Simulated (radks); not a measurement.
Problem. Gd, configuration [Xe] 4f7 5d1 6s2 (the NIST ground configuration). Calculated with a radial shooting solver on a logarithmic mesh with Libxc functionals: Dirac Kohn-Sham, PBE, spin-unpolarised, spherical densities, finite nucleus; open shells are shared between the two j in proportion to 2j + 1; Fermi nuclear charge, rms radius 5.1569 fm.

Spin-orbit splittings of the eigenvalues, e(l+1/2) - e(l-1/2), with zeta = 2 splitting/(2l+1) and mean radii in bohr:

| shell | occ. | splitting (eV) | zeta (eV) | <r> j=l-1/2 | <r> j=l+1/2 |
|---|---|---|---|---|---|
| 2p | 6 | 695.8 | 463.9 | 0.07746 | 0.08430 |
| 3p | 6 | 142.7 | 95.16 | 0.2336 | 0.2467 |
| 3d | 10 | 31.10 | 12.44 | 0.2187 | 0.2228 |
| 4p | 6 | 31.77 | 21.18 | 0.5647 | 0.5942 |
| 4d | 10 | 5.745 | 2.298 | 0.6300 | 0.6404 |
| 4f | 7 | ? | ? | 0.8594 | 0.8724 |
| 5p | 6 | 4.348 | 2.898 | 1.496 | 1.592 |
| 5d | 1 | 0.2673 | 0.1069 | 2.787 | 2.894 |

Estimate the 4f splitting.

Solution. 0.7555 eV (zeta = 0.2159 eV).
